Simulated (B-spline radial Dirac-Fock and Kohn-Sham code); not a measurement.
# Binding energies of Al⁺ in different valence configurations

Model: multi-electron Dirac-Fock with separately optimised hole states, Breit and Lamb-shift corrections added in first order. Program: an atomic code on a B-spline grid. Electron correlation is not included.

Reference: the tabulated ground configuration [Ne] 3s2, with 2p1/2 90.88 eV, 2p3/2 90.47 eV.

Shifts from the reference in eV.

```tsv
configuration	average energy	2p1/2	2p3/2
[Ne] 3s1 3p1	+4.65	+1.39	+1.40
```

Values without a named source are computed, but for edge energies of neutral atoms, which are taken from tables.
